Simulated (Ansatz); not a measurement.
Isolated molecules relaxed with PBE0-D4/def2-TZVP in Ansatz; ΔE leaves out vibrations. CCSD(T)/CBS adds triple-zeta CCSD(T) − MP2 to the extrapolated MP2 energy (def2 sets, frozen cores). This one scheme is used for every species. Functionals use def2-TZVPP. B3LYP here is the variant with VWN-RPA as its local correlation; programs differ in this. def2 core potentials past Kr. For Sn outer-core shells are correlated without core-valence functions, which leaves a few kJ/mol of doubt a bond.

Consider the formal exchange of groups at the Sn–F bond: `[F][Sn]([F])([F])[SiH3]` + CH₄ → `[CH3][Sn]([F])([F])[SiH3]` + H–F.

`[F][Sn]([F])([F])[SiH3]`:

Z-matrix (Å, degrees):
```
Sn
F 1 1.903
F 1 1.903 2 103.4
F 1 1.903 2 103.4 3 107.5
Si 1 2.560 2 114.9 3 -126.1
H 5 1.479 1 106.6 2 -179.7
H 5 1.480 1 106.5 2 -59.7
H 5 1.480 1 106.3 2 60.3
```

CH₄:

Cartesian coordinates in Å:
```
C 0.000 0.000 0.000
H 0.164 -0.516 -0.946
H 0.810 0.708 0.172
H -0.025 -0.728 0.811
H -0.949 0.535 -0.037
```

`[CH3][Sn]([F])([F])[SiH3]`:

Z-matrix (Å, degrees):
```
C
Sn 1 2.119
H 1 1.090 2 110.0
H 1 1.090 2 107.4 3 -119.4
H 1 1.090 2 110.0 3 121.2
F 2 1.925 1 105.0 3 65.6
F 2 1.925 1 105.0 3 173.1
Si 2 2.566 1 129.0 3 -60.7
H 8 1.484 2 108.5 1 59.9
H 8 1.484 2 108.5 1 -59.5
H 8 1.482 2 108.2 1 -179.8
```

H–F:

Z-matrix (Å, degrees):
```
F
H 1 0.920
```

```json
{"level": "PBE-D4", "ΔE (kJ/mol)": "70.5", "difference from CCSD(T)/CBS": "5.2"}
{"level": "r2SCAN-D4", "ΔE (kJ/mol)": "78.7", "difference from CCSD(T)/CBS": "13.4"}
{"level": "PBE0-D4", "ΔE (kJ/mol)": "65.2", "difference from CCSD(T)/CBS": "-0.1"}
{"level": "B3LYP-D4", "ΔE (kJ/mol)": "76.4", "difference from CCSD(T)/CBS": "11.1"}
{"level": "ωB97X-V", "ΔE (kJ/mol)": "76.6", "difference from CCSD(T)/CBS": "11.3"}
{"level": "ωB97M-V", "ΔE (kJ/mol)": "72.7", "difference from CCSD(T)/CBS": "7.4"}
{"level": "B2PLYP", "ΔE (kJ/mol)": "77.1", "difference from CCSD(T)/CBS": "11.8"}
{"level": "PBE", "ΔE (kJ/mol)": "74.2", "difference from CCSD(T)/CBS": "8.9"}
{"level": "r2SCAN", "ΔE (kJ/mol)": "79.8", "difference from CCSD(T)/CBS": "14.5"}
{"level": "PBE0", "ΔE (kJ/mol)": "68.5", "difference from CCSD(T)/CBS": "3.2"}
{"level": "B3LYP", "ΔE (kJ/mol)": "82.2", "difference from CCSD(T)/CBS": "16.9"}
{"level": "HF/def2-TZVPP", "ΔE (kJ/mol)": "86.5", "difference from CCSD(T)/CBS": "21.2"}
{"level": "MP2/def2-TZVPP", "ΔE (kJ/mol)": "59.8", "difference from CCSD(T)/CBS": "-5.5"}
{"level": "SCS-MP2/def2-TZVPP", "ΔE (kJ/mol)": "67.6", "difference from CCSD(T)/CBS": "2.3"}
{"level": "CCSD/def2-TZVPP", "ΔE (kJ/mol)": "63.7", "difference from CCSD(T)/CBS": "-1.6"}
{"level": "CCSD(T)/def2-TZVPP", "ΔE (kJ/mol)": "62.4", "difference from CCSD(T)/CBS": "-2.9"}
{"level": "HF/def2-QZVPP", "ΔE (kJ/mol)": "90.6", "difference from CCSD(T)/CBS": "25.3"}
{"level": "MP2/def2-QZVPP", "ΔE (kJ/mol)": "62.9", "difference from CCSD(T)/CBS": "-2.4"}
{"level": "SCS-MP2/def2-QZVPP", "ΔE (kJ/mol)": "70.6", "difference from CCSD(T)/CBS": "5.3"}
{"level": "HF/CBS(def2)", "ΔE (kJ/mol)": "91.2", "difference from CCSD(T)/CBS": "25.9"}
{"level": "MP2/CBS(def2)", "ΔE (kJ/mol)": "62.6", "difference from CCSD(T)/CBS": "-2.7"}
{"level": "CCSD/CBS(def2)", "ΔE (kJ/mol)": "66.5", "difference from CCSD(T)/CBS": "1.2"}
{"level": "CCSD(T)/CBS", "ΔE (kJ/mol)": "65.3", "difference from CCSD(T)/CBS": "0"}
```

Largest T1 diagnostic among the species: 0.015.

In def2-TZVPP, CCSD(T) changes the Hartree–Fock value by −24.0 kJ/mol (the triples alone add −1.2 kJ/mol) and MP2 by −26.7 kJ/mol. From PBE to PBE0 (25 % exact exchange), in def2-TZVPP and without D4, ΔE moves by −5.7 kJ/mol. The D4 term adds −5.8 kJ/mol with B3LYP and −3.3 kJ/mol with PBE0; it sums over pairs of atoms, weighted by their polarisabilities, and B3LYP, whose exchange is more repulsive, gets the larger term.
